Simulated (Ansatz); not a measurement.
Stretching the Mg1–F3 bond in FHMg (SMILES [F][MgH]) (multiplicity 1 held, fragments rigid). Energies count from the point at 1.761 Å.
Geometry at that point (charge 0, multiplicity 1):
```
atom   x (Å)   y (Å)    z (Å)
----  ------  ------  -------
Mg    0.0000  0.0000  -0.6440
H     0.0000  0.0000  -2.3255
F     0.0000  0.0000   1.1170
```

Signs of static correlation in def2-TZVPPD, from Ansatz (a program for electronic structure) runs.

| R (Å) | T1 of restricted CCSD | ⟨S²⟩ of UHF | largest double amplitude of restricted CCSD |
|---|---|---|---|
| 1.409 | 0.012 | 0.000 | 0.026 |
| 1.585 | 0.013 | 0.000 | 0.029 |
| 1.761 | 0.014 | 0.000 | 0.033 |
| 1.937 | 0.016 | 0.000 | 0.038 |
| 2.113 | 0.018 | 0.000 | 0.043 |
| 2.377 | 0.021 | 0.000 | 0.049 |
| 2.642 | 0.025 | 0.000 | 0.045 |
| 3.082 | 0.033 | 0.000 | 0.061 |
| 3.522 | [?] | 0.939 | 0.065 |
| 4.050 | [?] | 0.994 | 0.069 |
| 4.755 | 0.116 | 1.009 | 0.135 |
| 5.635 | 0.065 | 1.012 | 0.083 |

Problem. Complete the blanks.

Solution. 
- 3.522, T1 of restricted CCSD: 0.043
- 4.050, T1 of restricted CCSD: 0.062

Doubts at one or more of the structures used: a restricted determinant that unrestricted orbitals would lower (R-CCSD(T)/def2-TZVPPD); T1 above 0.05 (R-CCSD(T)/def2-TZVPPD, U-CCSD(T)/def2-TZVPPD); a spin-contaminated determinant (U-CCSD(T)/def2-TZVPPD); the program's own flag: large difference (U-CCSD(T)/def2-TZVPPD).
